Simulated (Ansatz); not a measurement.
Program: Ansatz. Geometries: PBE0-D4/def2-TZVP. ΔE: electronic, gas phase. CCSD(T)/CBS is the MP2 limit (def2-TZVPP, def2-QZVPP) plus CCSD(T) − MP2 in def2-TZVPP, frozen cores. DFT in def2-TZVPP. B3LYP here is the variant with VWN-RPA as its local correlation; programs differ in this. Each species was taken in one conformer, which may not be the lowest.

Consider the redistribution: `SBBCl` + `CS[SiH2]S` → `CS[SiH2]BCl` + `SBS`.

`SBBCl`:

```xyz
7

S     1.700   -0.658   -0.350
B     0.071   -0.373    0.277
B    -0.765    1.017   -0.119
Cl   -1.771    1.036   -1.549
H     1.953   -1.851    0.216
H    -0.420   -1.194    0.995
H    -0.768    2.022    0.529
```

`CS[SiH2]S`:

```xyz
10

C    -0.393    0.479   -1.607
S     0.553   -0.932   -0.968
Si    0.841   -0.303    1.034
S    -0.981    0.065    2.090
H    -1.279    0.655   -0.998
H    -0.699    0.220   -2.620
H     0.222    1.378   -1.639
H     1.539    1.005    1.117
H     1.644   -1.382    1.657
H    -1.446   -1.186    1.932
```

`CS[SiH2]BCl`:

Z-matrix (Å, degrees):
```
C
S 1 1.816
H 1 1.090 2 111.0
H 1 1.090 2 106.7 3 118.4
H 1 1.089 2 111.2 3 -123.1
Si 2 2.127 1 99.5 3 59.4
B 6 2.020 2 115.3 1 65.4
H 6 1.489 2 105.9 1 -174.6
H 6 1.494 2 110.6 1 -57.4
Cl 7 1.738 6 121.9 2 1.4
H 7 1.195 6 122.2 2 -179.2
```

`SBS`:

```xyz
6

S    -1.386   -1.031   -0.576
B    -0.313    0.082    0.314
S     1.351    0.447   -0.225
H    -0.553   -1.367   -1.578
H    -0.767    0.575    1.297
H     1.669    1.293    0.767
```

Q: Is it downhill or uphill in electronic energy at CCSD(T)/CBS, and by how much? (Estimate.)

A: Computed: Nearly level: ΔE = -1.6 kJ/mol.

Q: What do these levels give: PBE-D4, PBE0-D4, B3LYP-D4, ωB97M-V, PBE, PBE0, B3LYP, MP2/def2-TZVPP, SCS-MP2/def2-TZVPP, CCSD/def2-TZVPP, MP2/def2-QZVPP, CCSD/CBS(def2)? (Estimate.)

A: Ansatz gave: PBE-D4 -6.1, PBE0-D4 -3.4, B3LYP-D4 -1.5, ωB97M-V -0.1, PBE -5.1, PBE0 -2.5, B3LYP 0.2, MP2/def2-TZVPP -2.9, SCS-MP2/def2-TZVPP -1.9, CCSD/def2-TZVPP -2.1, MP2/def2-QZVPP -1.2, CCSD/CBS(def2) 0.4 kJ/mol.

Largest T1 diagnostic among the species: 0.015.

In def2-TZVPP, CCSD(T) changes the Hartree–Fock value by −11.0 kJ/mol (the triples alone add −2.0 kJ/mol) and MP2 by −9.7 kJ/mol.
